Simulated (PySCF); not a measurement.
Compound: C₅H₆F₂O (charge +1 and doublet state).
Geometry (GFN2-xTB, Å), atoms numbered from 1 in this order:
```xyz
14
C5H6F2O angstrom
C      2.3288    0.1673    0.2318
C      0.9157   -0.0578   -0.1569
O      0.5414   -0.4471   -1.2332
C     -0.0896    0.2520    0.9222
F      0.4176    0.6564    2.0652
C     -1.4092    0.0967    0.7287
C     -2.0223   -0.2496   -0.5625
F     -3.0111   -1.1476   -0.4439
H      2.4594    1.1696    0.6450
H      2.9827    0.0134   -0.6243
H      2.5834   -0.5340    1.0332
H     -2.0700    0.1347    1.5949
H     -1.2120   -0.6773   -1.2364
H     -2.4153    0.6226   -1.1155
```

The hyperfine couplings belong to this conformer and change with its torsions.

As a line formula: `CC(=O)[C+](F)[CH]CF` [radical] (charge +1).

The calculation used UKS B3LYP, pcH-1 on C F H O, non-relativistic, mean-field spin-orbit, GIAO in PySCF. Isolated species at its GFN2-xTB geometry (one conformer only). A GFN2-xTB geometry isn't a minimum of the functional, and hyperfine couplings can be far from their values at a DFT geometry, by a factor of two or more for some ions and for spin on atoms past the first row. Stability of the SCF solution: not tested.

Question: Give the principal g shifts and their parts.

Answer: 
```json
{"Δg (ppt)": "relativistic mass correction", "1": "-0.28", "2": "-0.28", "3": "-0.28"}
{"Δg (ppt)": "gauge correction", "1": "0.02", "2": "0.05", "3": "0.05"}
{"Δg (ppt)": "orbital Zeeman/spin–orbit", "1": "1.42", "2": "3.20", "3": "5.71"}
{"Δg (ppt)": "total", "1": "1.15", "2": "2.96", "3": "5.48"}
```

So g = 2.00347, 2.00528, 2.00779 and g_iso = 2.00552; the tensor is rhombic: the two nearest values differ by 42 % of g3 − g1. Axes: g1 points within 11° of the C2–C4 bond.

Question: How much does each term add to the isotropic shift?

Answer: The orbital-Zeeman/spin–orbit term 3.44, the mass correction -0.28 and the gauge correction 0.04 ppt, for a total of 3.20 ppt. The orbital-Zeeman/spin–orbit term is the largest in size. The mass correction is the same along every axis, so the anisotropy comes from the other two: their spans along these axes are 0.03 (gauge) and 4.29 ppt (orbital Zeeman/spin–orbit).

Question: What effective moment and Curie constant follow for a powder?

Answer: With the mean of g² = 4.0221 and S(S+1) = 0.75: μ_eff = √(⟨g²⟩S(S+1)) = 1.737 μB and χT = 0.12505·⟨g²⟩·S(S+1) = 0.377 cm³ K/mol (cgs; spin-Hamiltonian part alone).

Question: In a frozen sample, at which fields do the three g values resonate at 9.5, 34, 94 and 263 GHz (hyperfine left aside), and which band first spreads them over more than twice a line width of 0.3 mT?

Answer: 
```csv
band,GHz,B(g3) mT,B(g2) mT,B(g1) mT,spread mT
X,9.5,338.06,338.48,338.79,0.73
Q,34.0,1209.90,1211.41,1212.51,2.61
W,94.0,3345.01,3349.20,3352.22,7.22
J,263.0,9358.90,9370.62,9379.09,20.19
```

The spread grows in proportion to the frequency. X band is the first where it exceeds 0.6 mT.

The largest Mulliken spin populations are on O3 (+0.42), C4 (+0.22), C7 (+0.09) and C1 (+0.07).

The HOMO–LUMO gaps are 5.31 eV among the α and 2.24 eV among the β orbitals.

The SMILES draws the unpaired electron on C6; the largest computed Mulliken spin population is on O3 (0.42 against 0.05).
